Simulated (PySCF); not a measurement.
Bond stretch in MgCl, doublet.

Method: PySCF 2.14.0 with CCSD(T) on UHF/cc-pVDZ, 6 core orbitals frozen.

Relative to R = 2.21 Å, what are the energies at R = 1.77, 2.00, 2.54, 3.32 Å?

55.0 kcal/mol at 1.77 Å, 9.8 kcal/mol at 2.00 Å, 8.5 kcal/mol at 2.54 Å, 47.5 kcal/mol at 3.32 Å.

The scan ran from 1.77 to 8.85 Å; beyond the distances shown one of the unrestricted levels run for this scan, shown here or not, changes its spin distribution in one step.
